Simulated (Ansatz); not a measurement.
CH₇BSSi₂ (`[SiH3][SiH2]BC=S`). Total charge 0; spin multiplicity 1. All single points use the PBE0-D4/def2-TZVP geometry. It is one conformer, not always the lowest.

```xyz
12

Si   -1.792    0.233    1.137
Si    0.532    0.067    0.927
B     1.022    0.435   -0.994
C     1.548   -0.682   -1.863
S     0.019   -0.946   -2.355
H    -2.453   -0.785    0.275
H    -2.240    0.015    2.541
H    -2.245    1.581    0.700
H     0.948   -1.302    1.356
H     1.181    1.048    1.846
H     1.045    1.561   -1.402
H     2.437   -1.225   -2.168
```

(1) What is the dipole moment at PBE/def2-TZVPP? (An estimate is asked.)

(2) And with r2SCAN, B3LYP, ωB97M-V? (Estimate.)

(3) Give the Mulliken charges with PBE, B3LYP, ωB97M-V in def2-TZVPP. (An estimate is asked.)

## Answers

(1) The calculation gave: 1.90 D, with components (1.28, -0.80, -1.15) D in this frame, pointing from negative to positive charge.

(2) The calculation gave: r2SCAN 1.94 D, B3LYP 2.04 D, ωB97M-V 2.20 D.

(3) Computed: 
```tsv
atom	PBE	B3LYP	ωB97M-V
Si1	0.10	0.15	0.04
Si2	0.07	0.10	0.01
B3	-0.06	-0.05	-0.17
C4	0.05	0.04	0.04
S5	-0.06	-0.08	-0.03
H6	-0.05	-0.06	-0.03
H7	-0.05	-0.06	-0.02
H8	-0.04	-0.06	-0.02
H9	-0.06	-0.08	-0.03
H10	-0.06	-0.08	-0.03
H11	0.03	0.05	0.10
H12	0.12	0.14	0.14
```

B3LYP here is the variant with VWN-RPA as its local correlation; programs differ in this.
